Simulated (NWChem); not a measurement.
C₂H₃NO₂Si; SMILES O=C1N=C[SiH2]O1

```xyz
9

O     -0.3683    -2.2528     0.0000
C     -0.1046    -1.0953     0.0000
N      1.2513    -0.6017     0.0000
C      1.3354     0.6721     0.0000
Si    -0.3984     1.4437     0.0000
O     -1.0517    -0.1189     0.0000
H      2.3336     1.1320     0.0000
H     -0.7702     2.1904    -1.2292
H     -0.7702     2.1904     1.2292
```
Atoms are numbered in this order, from 1.

Computed with NWChem. Medium grid unless said otherwise, to which SCAN and Minnesota functionals are sensitive. Geometry: optimised at PBE0/def2-SVP. Hybrids' shares of exact exchange are those that their runs print; pure functionals count as 0. The functionals differ in more than this share.

```
row                    share of exact exchange  orbital gap (eV)
---------------------  -----------------------  ----------------
r2SCAN/def2-SVP                           0.00              3.63
B3LYP/def2-SVP                            0.20          withheld
PW6B95/def2-SVP                           0.28              5.93
Hartree-Fock/def2-SVP                     1.00             13.51
```

Question: Fit a straight line of the last column on the one before it, predict the withheld value, and compare with the run.

Answer: 
1. Means of the 3 shown rows: x = 0.427, y = 7.690. Slope Σ(x − x̄)(y − ȳ)/Σ(x − x̄)² = 5.327/0.5323 = 10.01; intercept 3.419.
2. The shown rows scatter about the line by 0.213 (root mean square); the largest residual is -0.29, at PW6B95/def2-SVP.
3. At x = 0.20 (B3LYP/def2-SVP; inside the shown range) the line gives 5.42.
4. The run gives 5.27, -0.15 from the line, 0.7 times the scatter.
